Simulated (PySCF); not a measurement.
H$_{2}$ClSb (SMILES [Cl][SbH2]), singlet, geometry from GFN2-xTB (core potentials on Sb); PySCF with SVWN5/def2-SVPD, polarisability.

Input for PySCF:
```python
from pyscf import gto, scf, dft
from pyscf.prop import polarizability

mol = gto.Mole()
mol.atom = '''
    Sb   -0.32961568   -0.32684112    0.32589794
    H     0.01484462   -1.65880221   -0.67725572
    H    -1.65346622    0.01070685   -0.69025738
    Cl    1.08523656    1.07747014   -0.89725188
'''
mol.basis = 'def2-svpd'
mol.ecp = {'Sb': 'def2-svpd'}
mol.verbose = 4
mol.build()

mf = dft.RKS(mol)
mf.xc = 'lda,vwn'
mf.kernel()
alpha = mf.Polarizability().polarizability()[2, 2]
print('alpha_zz =', alpha)
```

Write the output that PySCF gives for this input, abridged.


```
site-packages/pyscf/prop/efg/rhf.py:45: UserWarning: Module EFG is under testing
  warnings.warn('Module EFG is under testing')
site-packages/pyscf/prop/efg/dhf.py:30: UserWarning: Module EFG is under testing
  warnings.warn('Module EFG is under testing')
site-packages/pyscf/prop/zfs/uhf.py:40: UserWarning: Module ZFS is under testing
  warnings.warn('Module ZFS is under testing')
site-packages/pyscf/prop/gtensor/uhf.py:43: UserWarning: Module g-tensor is under testing
  warnings.warn('Module g-tensor is under testing')
site-packages/pyscf/prop/gtensor/uks.py:41: UserWarning: Module g-tensor is under testing
  warnings.warn('Module g-tensor is under testing')
site-packages/pyscf/prop/hfc/uks.py:35: UserWarning: Module HFC is under testing
  warnings.warn('Module HFC is under testing')
site-packages/pyscf/prop/magnetizability/rhf.py:39: UserWarning: Module magnetizability is under testing
  warnings.warn('Module magnetizability is under testing')
site-packages/pyscf/prop/magnetizability/uhf.py:37: UserWarning: Module magnetizability is under testing
  warnings.warn('Module magnetizability is under testing')
site-packages/pyscf/prop/magnetizability/rks.py:37: UserWarning: Module magnetizability is under testing
  warnings.warn('Module magnetizability is under testing')
site-packages/pyscf/prop/magnetizability/uks.py:39: UserWarning: Module magnetizability is under testing
  warnings.warn('Module magnetizability is under testing')
site-packages/pyscf/prop/polarizability/uhf.py:34: UserWarning: Module polarizability is under testing
  warnings.warn('Module polarizability is under testing')
site-packages/pyscf/prop/polarizability/rks.py:29: UserWarning: Module polarizability is under testing
  warnings.warn('Module polarizability is under testing')
site-packages/pyscf/prop/polarizability/uks.py:29: UserWarning: Module polarizability is under testing
  warnings.warn('Module polarizability is under testing')
PySCF version 2.14.0

[INPUT] verbose = 4
[INPUT] num. atoms = 4
[INPUT] num. electrons = 42
[INPUT] charge = 0
[INPUT] spin (= nelec alpha-beta = 2S) = 0
[INPUT] symmetry False subgroup None
[INPUT] Mole.unit = angstrom
[INPUT] Symbol           X                Y                Z      unit          X                Y                Z       unit  Magmom
[INPUT]  1 Sb    -0.329615680000  -0.326841120000   0.325897940000 AA   -0.622883361562  -0.617640203046   0.615857851160 Bohr   0.0
[INPUT]  2 H      0.014844620000  -1.658802210000  -0.677255720000 AA    0.028052266223  -3.134681871723  -1.279827827095 Bohr   0.0
[INPUT]  3 H     -1.653466220000   0.010706850000  -0.690257380000 AA   -3.124598312020   0.020233014157  -1.304397403660 Bohr   0.0
[INPUT]  4 Cl     1.085236560000   1.077470140000  -0.897251880000 AA    2.050799878765   2.036123471997  -1.695560317951 Bohr   0.0

nuclear repulsion = 109.094734266
number of shells = 31
number of NR pGTOs = 132
number of NR cGTOs = 75
basis = def2-svpd
ecp = {'Sb': 'def2-svpd'}

******** <class 'pyscf.dft.rks.RKS'> ********
method = RKS
initial guess = minao
damping factor = 0
level_shift factor = 0
DIIS = <class 'pyscf.scf.diis.CDIIS'>
diis_start_cycle = 1
diis_space = 8
diis_damp = 0
SCF conv_tol = 1e-09
SCF conv_tol_grad = None
SCF max_cycles = 50
direct_scf = True
direct_scf_tol = 1e-13
XC library pyscf.dft.libxc version 7.1.2
    S. Lehtola, C. Steigemann, M. J. T. Oliveira, and M. A. L. Marques,  SoftwareX 7, 1–5 (2018)
XC functionals = lda,vwn
    P. A. M. Dirac,  Math. Proc. Cambridge Philos. Soc. 26, 376 (1930)
    F. Bloch,  Z. Phys. 57, 545 (1929)
    S. H. Vosko, L. Wilk, and M. Nusair,  Can. J. Phys. 58, 1200 (1980)
radial grids:
    Treutler-Ahlrichs [JCP 102, 346 (1995); DOI:10.1063/1.469408] (M4) radial grids

becke partition: Becke, JCP 88, 2547 (1988); DOI:10.1063/1.454033
pruning grids: <function nwchem_prune>
grids dens level: 3
symmetrized grids: False
atomic radii adjust function: <function treutler_atomic_radii_adjust>
small_rho_cutoff = 0
Set gradient conv threshold to 3.16228e-05
Initial guess from minao.
tot grids = 60456
init E= -674.298158783486
  HOMO = -0.682582472716224  LUMO = -0.640324994197801  gap/eV = 1.14988
cycle= 1 E= -697.427296360953  delta_E= -23.1  |g|= 3.13  |ddm|= 12.4
  HOMO = -0.0662997665937374  LUMO = 0.0183138852641818  gap/eV = 2.30245
cycle= 2 E= -693.849442691146  delta_E= 3.58  |g|= 4.79  |ddm|= 11.2
  HOMO = -0.269143269332034  LUMO = -0.111765328480989  gap/eV = 4.28247
cycle= 3 E= -699.641506039518  delta_E= -5.79  |g|= 0.21  |ddm|= 5.33
  HOMO = -0.239038275828355  LUMO = -0.0942173556181913  gap/eV = 3.94078
cycle= 4 E= -699.6447813737  delta_E= -0.00328  |g|= 0.184  |ddm|= 0.698
  HOMO = -0.241646216081643  LUMO = -0.0975416405186216  gap/eV = 3.92129
cycle= 5 E= -699.657499471711  delta_E= -0.0127  |g|= 0.0552  |ddm|= 0.312
  HOMO = -0.24792648647883  LUMO = -0.101386096745201  gap/eV = 3.98757
cycle= 6 E= -699.658376537902  delta_E= -0.000877  |g|= 0.0159  |ddm|= 0.097
  HOMO = -0.247782116865556  LUMO = -0.101182183149853  gap/eV = 3.98919
cycle= 7 E= -699.658457462387  delta_E= -8.09e-05  |g|= 0.00304  |ddm|= 0.0289
  HOMO = -0.247931791170072  LUMO = -0.101284053707561  gap/eV = 3.99049
cycle= 8 E= -699.65846120747  delta_E= -3.75e-06  |g|= 0.000576  |ddm|= 0.00611
  HOMO = -0.247927366458369  LUMO = -0.101308727983564  gap/eV = 3.98970
cycle= 9 E= -699.658461361924  delta_E= -1.54e-07  |g|= 8.37e-05  |ddm|= 0.00111
  HOMO = -0.247920747470631  LUMO = -0.101303414429035  gap/eV = 3.98966
cycle= 10 E= -699.65846136427  delta_E= -2.35e-09  |g|= 2.17e-05  |ddm|= 0.000128
  HOMO = -0.247920590663844  LUMO = -0.101303134187287  gap/eV = 3.98966
cycle= 11 E= -699.658461364416  delta_E= -1.46e-10  |g|= 3.76e-06  |ddm|= 2.81e-05
  HOMO = -0.247921084642364  LUMO = -0.101303542075353  gap/eV = 3.98967
Extra cycle  E= -699.658461364413  delta_E= 3.18e-12  |g|= 4.48e-06  |ddm|= 1.2e-05
converged SCF energy = -699.658461364413
Isotropic polarizability 58.7073861803
Polarizability anisotropy 3.08836544786
alpha_zz = 56.64894612458774
```
